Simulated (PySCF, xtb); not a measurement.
BH, SMILES [BH] (connectivity only; charge and spin as stated), neutral, multiplicity 1.

xtb with GFN2-xTB at its own geometry gives an orbital gap of 1.47 eV and a dipole moment of 1.63 D.

Geometry: PBE0-D3(BJ)/def2-TZVPD.

### Question
What does PySCF with PBE/def2-TZVPD give? (Estimate from the structure and the level; the computed values follow.)

### Answer
gap 2.04 eV (levels -5.53 and -3.49 eV), dipole 1.51 D.
